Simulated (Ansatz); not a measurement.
The cluster Ti₂F₂. Total charge 0; quintet. Geometry r2SCAN-D4/def2-SVP; atoms count from 1.

```xyz
4

Ti    0.503    0.720    0.734
Ti   -0.490   -1.172   -0.181
F    -1.330    0.712    0.153
F     1.317   -0.260   -0.706
```

The charge 0 quintet is spin-contaminated (final ⟨S²⟩ up to 6.20, 6.00 for a pure state). The structure comes from a short search, and lower isomers may exist.

(1) Estimate the Mulliken populations from the PBE0/def2-TZVP orbitals of Ansatz.

(2) Where does the spin sit?

(3) And the Mayer bond orders between bonded heavy atoms (over 0.3)?

## Answers

(1) 
```
atom  charge (e)  spin (α − β)  d electrons
 Ti1        0.62          1.11         2.52
 Ti2        0.47          2.87         2.64
  F3       -0.55          0.01            –
  F4       -0.55          0.01            –
```
Mulliken values and Mayer orders depend strongly on the basis.

(2) Summed by element: Ti 3.99, F 0.01, of 4 unpaired in all. Largest on single atoms: Ti2 2.87, Ti1 1.11, F3 0.01.

(3) Ti1–Ti2 1.17 (2.32 Å); Ti1–F3 0.48 (1.92 Å); Ti1–F4 0.48 (1.92 Å); Ti2–F3 0.30 (2.09 Å); Ti2–F4 0.30 (2.09 Å).
